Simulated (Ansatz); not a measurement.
As(iPr)3 (C9H21As), relaxed as a singlet with RKS PBE-D4/def2-SVP in Ansatz, starting from the GFN2-xTB geometry. Force threshold 0.03 eV/Å.

Start:

| atom | x (Å) | y (Å) | z (Å) |
| --- | --- | --- | --- |
| As1 | 0.235 | 0.693 | 0.228 |
| C2 | 0.949 | -0.060 | -1.507 |
| C3 | 2.416 | 0.346 | -1.635 |
| C4 | 0.204 | 0.416 | -2.749 |
| H5 | 0.871 | -1.153 | -1.462 |
| H6 | 2.993 | 0.047 | -0.761 |
| H7 | 2.488 | 1.430 | -1.730 |
| H8 | 2.871 | -0.106 | -2.517 |
| H9 | 0.677 | 0.011 | -3.645 |
| H10 | -0.834 | 0.089 | -2.745 |
| H11 | 0.234 | 1.503 | -2.818 |
| C12 | -1.738 | 0.385 | -0.099 |
| C13 | -2.324 | 1.648 | -0.728 |
| C14 | -2.535 | 0.058 | 1.158 |
| H15 | -1.838 | -0.455 | -0.796 |
| H16 | -1.776 | 1.944 | -1.621 |
| H17 | -2.271 | 2.470 | -0.013 |
| H18 | -3.369 | 1.499 | -1.001 |
| H19 | -3.592 | -0.046 | 0.911 |
| H20 | -2.209 | -0.875 | 1.613 |
| H21 | -2.439 | 0.861 | 1.889 |
| C22 | 0.586 | -0.906 | 1.417 |
| C23 | 0.443 | -0.458 | 2.870 |
| C24 | 1.959 | -1.539 | 1.236 |
| H25 | -0.170 | -1.667 | 1.190 |
| H26 | -0.514 | 0.029 | 3.047 |
| H27 | 1.233 | 0.255 | 3.111 |
| H28 | 0.529 | -1.306 | 3.551 |
| H29 | 2.082 | -2.367 | 1.936 |
| H30 | 2.094 | -1.934 | 0.231 |
| H31 | 2.745 | -0.811 | 1.439 |

(1) Estimate the energy that the relaxation releases and the steps that it takes.

(2) Does the start keep its bonding and symmetry?

(3) Predict the relaxed structure.

## Answers

(1) 0.17 eV, in 5 steps; 55 s on 6 threads of Intel Xeon on a shared host. No frequencies were taken in this run, so the end may be a saddle point.

(2) By distances, no bond broke or formed. The bond that changes most is C23–H28, from 1.09 to 1.11 Å (atoms count from 1).

(3) 
```xyz
31

As    0.2391    0.6994    0.2307
C     0.9593   -0.0543   -1.5146
C     2.4370    0.3354   -1.6347
C     0.1838    0.4095   -2.7490
H     0.8680   -1.1599   -1.4329
H     3.0405    0.0121   -0.7648
H     2.5464    1.4373   -1.7195
H     2.8921   -0.1153   -2.5437
H     0.6543   -0.0002   -3.6694
H    -0.8723    0.0762   -2.7471
H     0.1948    1.5159   -2.8483
C    -1.7453    0.4036   -0.0988
C    -2.3226    1.6693   -0.7428
C    -2.5287    0.0448    1.1651
H    -1.8147   -0.4463   -0.8131
H    -1.7904    1.9645   -1.6675
H    -2.2639    2.5281   -0.0412
H    -3.3938    1.5259   -1.0046
H    -3.6094   -0.0602    0.9255
H    -2.2020   -0.9103    1.6206
H    -2.4470    0.8392    1.9374
C     0.5937   -0.9033    1.4307
C     0.4191   -0.4615    2.8882
C     1.9729   -1.5324    1.2260
H    -0.1816   -1.6576    1.1718
H    -0.5705   -0.0057    3.0851
H     1.1881    0.2904    3.1649
H     0.5334   -1.3249    3.5796
H     2.1165   -2.3731    1.9393
H     2.1147   -1.9423    0.2070
H     2.7890   -0.8042    1.4200
```
Bond lengths: 6 × C–C 1.53 Å; 3 × As–C 2.03 Å; 21 × C–H 1.11 Å.
